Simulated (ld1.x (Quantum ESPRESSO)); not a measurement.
## Configuration tests for Ti (Z = 22) (TM)

* Element: Ti
* Generator: ld1.x (Quantum ESPRESSO) 7.5
* Type: norm-conserving Troullier–Martins (Kleinman–Bylander form)
* Functional: PBE
* Relativity: scalar-relativistic
* Frozen core: [Ar]
* Valence charge: 4
* Reference configuration: 3d2 4s1 4p0 (charge +1)
* Partial waves: 4p (bound, empty): rc 2.90 bohr; 3d (bound): rc 2.65 bohr; 4s (bound): rc 2.80 bohr
* Local potential: the s channel
* Core correction: none

Energies are relative to the spin-unpolarised reference configuration 3d2 4s1 4p0; without spin polarisation the order of configurations can differ from experiment.

Problem. Give the all-electron excitation energy and the error of the potential for: 3d2 4s2 4p0; 3d2 4s0 4p0; 3d1 4s0 4p0; 3d1 4s2 4p0; 3d3 4s0 4p0; 3d1 4s2 4p1; 3d2 4s1 4p1.

Solution.

```
valence configuration  charge  ΔE all-electron (eV)  error AE − PS (meV)
          3d2 4s2 4p0       0                -7.347                  +25
          3d2 4s0 4p0      +2                13.572                 +135
          3d1 4s0 4p0      +3                40.521                 +559
          3d1 4s2 4p0      +1                 2.398                 +317
          3d3 4s0 4p0      +1                 0.048                  +50
          3d1 4s2 4p1       0                -2.675                 +292
          3d2 4s1 4p1       0                -4.271                 +8.6
```

Levels in the configuration 3d2 4s1 4p1:

```tsv
level	all-electron (eV)	pseudo (eV)
3d	-5.486	-5.489
4s	-5.224	-5.238
4p	-2.075	-2.081
```
